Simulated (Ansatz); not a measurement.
Reactions of C₂H₉BN₂ (`CNB(C)N`).

Gas-phase electronic energies from Ansatz, PBE0-D4/def2-TZVP geometries. CCSD(T)/CBS adds triple-zeta CCSD(T) − MP2 to the extrapolated MP2 energy (def2 sets, frozen cores). This one scheme is used for every species, atoms too. Open shells (•) are unrestricted, without spin–orbit coupling. Spin–orbit coupling would lower the free atoms: a little for B, C. def2 core potentials past Kr. For Sn, Te outer-core shells are correlated without core-valence functions, so the limit isn't a true one: a few kJ/mol of doubt a bond, and 10 to 20 or more in all where bonds break to atoms. Each species was taken in one conformer, which may not be the lowest.

(1) Order these by ΔE at CCSD(T)/CBS, lowest first. (Best estimate.)
A. `CNB(C)N` + HCl → `CB(N)Cl` + CH₃NH₂
B. `CNB(C)N` + H₂Te → `CB(N)[TeH]` + CH₃NH₂
C. `CNB(C)N` → B• + 2 C• + 9 H• + 2 N•
D. `CNB(C)N` + `CN[SiH3]` → `CN(C)[SiH3]` + `CNBN`
E. `CNB(C)N` + `C[O][Sn][OH]` → `C[O][Sn][O]C` + `CB(N)N`

Largest T1 diagnostic: 0.017, for `C[O][Sn][OH]`.

Results:

(1) A (-3.0 kJ/mol), E (+26.1 kJ/mol), B (+35.7 kJ/mol), D (+66.4 kJ/mol), C (+5417.0 kJ/mol).
